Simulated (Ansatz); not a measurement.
CH₄SiZn, relaxed with RKS PBE-D4/def2-SVP in Ansatz from a rough embedded geometry. The force threshold is 0.03 eV/Å; the program also tests the step.

Total charge 0; spin multiplicity 1. The bonds changed during the relaxation, so this is another structure than the one it started from.

Start:

```xyz
7

C     0.399   -0.293    0.870
Si   -0.573    0.621   -0.391
Zn    1.782    0.824   -0.639
H     1.289   -0.733    0.396
H    -0.256   -1.177    1.279
H    -1.925    0.958    0.113
H    -0.714   -0.200   -1.627
```

**Question.** By how much does the energy fall, and how many steps does the optimiser take? (Estimate.)

**Answer.** The calculation gave: 2.17 eV, in 14 steps, 1 of them rejected.

**Question.** Which bonds change most? (Estimate.)

**Answer.** Ansatz gave: Si2–Zn3 from 2.377 to 2.829 Å; C1–Si2 from 1.836 to 1.737 Å; C1–H5 from 1.174 to 1.103 Å; Si2–H6 from 1.482 to 1.501 Å.

**Question.** Give the relaxed structure. (Estimate.)

**Answer.** The calculation gave: 
```xyz
7

C     0.091   -0.925    0.830
Si   -0.433    0.194   -0.390
Zn    1.505    2.144   -1.057
H     0.694   -1.815    0.585
H     0.016   -0.681    1.902
H    -1.386    1.299   -0.038
H    -0.487   -0.217   -1.832
```
